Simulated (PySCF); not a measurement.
## Cost of response and excited-state runs on `O=C(O)[C@@H]1[C@@H](F)[C@@H]1CF`, C5H6F2O2

Cartesian coordinates in Å; atom numbers follow the order of the lines, from 1:
```xyz
15

O     1.4820    0.0931   -1.3914
C     1.5417    0.1078   -0.1884
O     2.6053    0.5481    0.4853
C     0.4723   -0.3613    0.7266
C    -0.5020   -1.3844    0.2074
F    -0.8969   -2.3714    1.0484
C    -0.9872   -0.0033    0.4565
C    -1.3805    0.8832   -0.6954
F    -1.3140    2.2022   -0.3128
H     3.2920    0.8615   -0.1252
H     0.7761   -0.4215    1.7625
H    -0.3852   -1.7555   -0.8036
H    -1.5817    0.1510    1.3494
H    -2.4183    0.6969   -0.9922
H    -0.7081    0.7614   -1.5492
```

PySCF with density fitting, on 1 thread of an AMD EPYC 9R14, shared host. Command: `OMP_NUM_THREADS=1 python excited_run.py task.json out`

(1) How long does this run take, and how much memory?
- circular dichroism and optical rotation, CAM-B3LYP/def2-SVPD; 12 states; writes grids

## Answers

(1) 
| run | level | basis functions | wall time | peak memory (GiB) |
| --- | --- | --- | --- | --- |
| circular dichroism and optical rotation | CAM-B3LYP/def2-SVPD | 240 | 76 s | 1.1 |

Times from a shared host are rough.
